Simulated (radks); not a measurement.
Values are calculated unless marked as measured or tabulated.
How relativity changes the ionisation of the antimony ion Sb2+ ([Kr] 4d10 5s2 5p1) to Sb3+ ([Kr] 4d10 5s2). Spin-unpolarised spherical Kohn-Sham, BLYP, point nucleus unless stated (finite: rms radius 4.6802 fm), a radial shooting solver on a logarithmic mesh with Libxc functionals. A level marked "c x" has the speed of light scaled by that factor and shares open shells by 2j + 1; other Dirac levels either fill j = l - 1/2 first or share by 2j + 1.

| level | E(Sb2+) (hartree) | E(Sb3+) (hartree) | IE (eV) | HOMO | <r> HOMO (bohr) |
|---|---|---|---|---|---|
| non-rel. | -6315.10697 | -6314.21166 | 24.363 | 5p | 2.526 |
| scalar-rel. | -6481.20708 | -6480.30783 | 24.470 | 5p | 2.504 |
| scalar-rel., finite nucleus | -6481.02473 | -6480.12547 | 24.470 | 5p | 2.504 |
| Dirac, 2j+1 shares | -6483.25358 | -6482.35337 | 24.496 | 5p3/2 | 2.531 |
| Dirac, low j first | -6483.27500 | -6482.35337 | 25.079 | 5p1/2 | 2.450 |
| Dirac, 2j+1 shares, finite nucleus | -6483.07066 | -6482.17044 | 24.496 | 5p3/2 | 2.531 |
| Dirac, c x 1.25 | -6419.98530 | -6419.08699 | 24.444 | 5p3/2 | 2.529 |
| Dirac, c x 2 | -6354.99528 | -6354.09885 | 24.393 | 5p3/2 | 2.527 |
| Dirac, c x 100 | -6315.12266 | -6314.22735 | 24.363 | 5p3/2 | 2.526 |

NIST Atomic Spectra Database: 25.324 eV (measured). The relativistic part of the total energy of Sb2+ is -168 hartree (Dirac, 2j+1 shares, finite nucleus), 2.7 % of the non-relativistic value. Spin polarisation and multiplet splitting of open shells are left out at every level.

Beside tabulated values, note that relativity, absent from the non-relativistic runs, is large for the heavy elements, and spin-unpolarised runs miss the spin-polarisation part of the exchange energy of open shells.
